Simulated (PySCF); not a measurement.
# Computed properties of C3H3F4, SMILES F[C](F)CC(F)F

C3H3F4, SMILES F[C](F)CC(F)F (connectivity only; charge and spin as stated), charge +1, multiplicity 1. Coordinates come from a PBE0-D3(BJ)/def2-SVP optimisation. The multiplicity is an assumed one; no other spin state was optimised. The isomer is the one that the SMILES or the coordinates give; other isomers of the formula were not compared. Other conformers were not sampled. All values are computed for the isolated molecule unless a solvent is named; none is compared with measurement here.

**Structure.** All 24 harmonic modes at PBE0-D3(BJ)/def2-SVP (PySCF) are real, so it is a minimum. With heavy atoms numbered as in [F:1][C:2]([F:3])[CH2:4][CH:5]([F:6])[F:7], the shortest bond between them is F1–C2 at 1.245 Å and the longest C4–C5 at 1.594 Å.

**Vibrations.** The strongest infrared lines (harmonic, unscaled, degenerate partners summed) lie at 1582 cm⁻¹ (429 km/mol, C 76 %, F 17 %), 1625 cm⁻¹ (321 km/mol, C 72 %, F 24 %), 1265 cm⁻¹ (250 km/mol, H 39 %, C 36 %, F 25 %). The softest mode is at 33 cm⁻¹ and the zero-point energy is 39.8 kcal/mol.

**Electronic structure.** B3LYP/def2-TZVP (PySCF) places the frontier levels at -15.32 and -9.92 eV, a gap of 5.40 eV and a mean polarisability of 38.0 bohr³. PBE/def2-TZVP (PySCF) at the same geometry gives -13.87 and -10.52 eV, so its gap is 2.05 eV narrower. An orbital gap is neither the optical nor the fundamental gap.

**Excitations.** TDA-CAM-B3LYP/def2-SVPD (PySCF) has S1 at 5.44 eV (228 nm, f = 0.144, bright); the most intense of the 10 singlets computed lies at 5.44 eV (f = 0.14). T1 (TDA) is at 4.40 eV, 1.04 eV under S1. TDA-PBE/def2-SVPD (PySCF) puts S1 at 4.05 eV. No vertical singlet excitation falls in the visible range (under 3.1 eV).

**NMR.** GIAO shifts at PBE0/pcSseg-1 (PySCF) (non-relativistic, atoms alike by connectivity averaged): ¹³C from 49.1 to 209.3 ppm against TMS; ¹H from 4.8 to 7.1 ppm against TMS; ¹⁹F from -86.9 to 123.5 ppm against CFCl3.

**Solvation.** SMD-B3LYP/def2-SVP (PySCF) gives -67.8 kcal/mol in water, -56.2 kcal/mol in chloroform, -68.7 kcal/mol in acetone (1 M in both phases, gas-phase geometry); of these solvents acetone holds the molecule best.
